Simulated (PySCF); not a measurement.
**Rotational lines of CsRb**

Lines J+1 ← J of the vibrational ground state, computed from RHF-CCSD(T) constants of CsRb, ¹Σ⁺ (singlet), closed shell (PySCF, scalar-relativistic core potentials, basis sets Cs def2-SVP with ECP46, Rb def2-SVP with ECP28; masses 132.9054 and 84.9118 u), in MHz:

```
J  ν (MHz)
0    932.0
1   1863.9
2   2795.9
3   3727.8
4   4659.7
```

**Question.** Find B0 and the effective bond length r0; with αe = 3.69e-05 cm⁻¹, find Re.

**Answer.** ν = 2B0(J+1) − 4D(J+1)³ gives B0 = 0.015544 cm⁻¹. With the reduced mass μred = 51.811 u, r0 = √(16.8576/(μred·B0)) (u, cm⁻¹, Å) = 4.5752 Å. Be = B0 + αe/2 = 0.015562 cm⁻¹ gives Re = 4.572 Å.

Correlated steps freeze no core orbitals. The bond is weak. Basis-set superposition, not corrected here, can be much of De in a small basis, most of all at correlated wavefunction levels. Spin–orbit coupling is left out. Where the molecule has an RHF reference, its open-shell atoms are computed with UHF.
